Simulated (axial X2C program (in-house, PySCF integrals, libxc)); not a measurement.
MgCd: properties at the nuclei

Computed with an in-house all-electron X2C program for linear molecules (integrals from PySCF): two-component X2C with atomic mean-field Coulomb and Gaunt terms, Gaussian nuclei, basis Cd dyall-cv3z, Mg dyall-cv3z with contracted cores.

R = 3.562 Å (near the PBE0 minimum at charge 0 of the determinant lowest at the starting distance; the state shown can have its own minimum elsewhere).

Input and command:
```json
{"zs": [48, 12], "q": 0, "bas": ["dyall-cv3z", "dyall-cv3z"], "r0": 2.75, "levels": ["PBE0", "HF", "B3LYP", "LDA", "PBE50"], "nst": 3}
```
```bash
python soeom.py task.json out
```

Keys: zs atomic numbers; q charge; bas basis sets; r0 starting distance in Å; levels methods; nst determinants followed.

Determinant lowest in the PBE0 search, Ω = 0 (closed shell), highest spinor 65% Mg s, 18% Cd s, 11% Cd p:

| level | qzz Cd (a.u.) | qzz Mg (a.u.) | μ (D) |
| --- | --- | --- | --- |
| PBE0 | -0.33 | -0.04 | 0.04 |
| HF | -0.22 | -0.03 | -0.11 |
| B3LYP | -0.32 | -0.04 | 0.14 |
| LDA | -0.38 | -0.04 | 0.30 |
| PBE50 | -0.30 | -0.04 | -0.02 |

Determinant 2.16 eV from it at PBE0 and this distance, Ω = 1 (⟨Sz⟩ = 1.00, ⟨Lz⟩ = 0.00 at PBE0), spin on the atoms Cd 0.26, Mg 0.74:

```csv
level,Eeff magnitude (GV/cm),Ws magnitude Cd (kHz),A∥/gI Cd (MHz),qzz Cd (a.u.),A∥/gI Mg (MHz),qzz Mg (a.u.),μ (D)
PBE0,6.24,3.48,1270,-1.81,577,-0.58,1.24
HF,9.75,5.43,771,-1.94,600,-0.64,1.35
B3LYP,5.58,3.1,1330,-1.80,627,-0.59,1.37
LDA,4.82,2.67,1290,-1.79,635,-0.57,1.54
PBE50,7.47,4.16,1230,-1.92,578,-0.59,1.32
```

Eeff is the effective electric field on the electron electric dipole moment in this Ω state and Ws the scalar–pseudoscalar constant of the nucleus named (defined with the proton number Z and per Ω); A∥ (defined per Ω) follows by multiplying with gI = μI/(I μN); qzz is the electric field gradient, eQq0 = 234.96 MHz × Q/barn × qzz; μ is positive if the Mg end (last atom) is positive. The operators were transformed with the bare-nucleus X2C matrices; with these basis sets, hyperfine constants and field gradients can be off by tens of per cent, and where levels differ in sign neither size nor sign is settled.

Each state is one determinant with collinear spin, which with several unpaired electrons need not be a pure state. Unrestricted Hartree–Fock can overshoot spin polarisation at the nuclei. A closed determinant beside an open π² or δ² triplet, such as (π1/2)², mixes with its partner pair into the 0⁺ component of the triplet and ¹Σ⁺, so its energy is not that of a level, and 0⁺ can lie lowest. With several open shells hyperfine constants can be off by a factor of several. Where Eeff spreads by more than a factor of two the levels disagree and none is to be relied on. Open-shell Ω = 0 determinants with evenly filled partner blocks cannot be reached by this program, so the Ω shown need not be the lowest component. The search compared states at one distance, so a state with another bond length can lie lower. Further determinants of the search, some of them spin-mixed, are not shown. PBE0 term energies can be off by some tenths of an eV.
